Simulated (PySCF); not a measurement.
# Ge (germanium, neutral) across methods

[Ar] 3d10 4s1 4p2 5s1, high-spin 5P determinant (an excited configuration). Computed with PySCF 2.14 in aug-cc-pVQZ-PP with one added diffuse shell each of s, p, d, f, g type with ECP10MDF (8s7p6d4f3g, 114 functions), with scalar relativity through the core potential.

```
method  E (hartree)  mean ε 4s α (eV)  mean ε 4p α (eV)  mean ε 5s α (eV)  Σ⟨r²⟩ (bohr²)   ⟨S²⟩
  PW91    -294.2299           -17.138            -8.354            -2.072          74.62  6.001
revPBE    -294.1831           -17.011            -8.312            -2.028          75.40  6.001
r2SCAN    -294.0135           -17.824            -8.785            -2.053          75.08  6.002
   PBE    -294.1187           -17.054            -8.309            -2.049          74.86  6.001
   UHF   -293.01871           -23.499           -12.740            -3.158          81.38  6.002
   LDA    -293.6372           -17.247            -8.319            -2.132          72.90  6.001
  PBE0    -294.0919           -18.805            -9.513            -2.395          75.77  6.001
```

(1) Estimate the same row for r2SCANh.

Energies and moments cover only the electrons outside the core potential. The outer electron is Rydberg-like, and this basis confines it to a smaller radius and binds it less than a complete one would.

Answers

(1) E (hartree) = -294.0124; mean ε 4s α (eV) = -18.431; mean ε 4p α (eV) = -9.199; mean ε 5s α (eV) = -2.187; Σ⟨r²⟩ (bohr²) = 75.21; ⟨S²⟩ = 6.002.
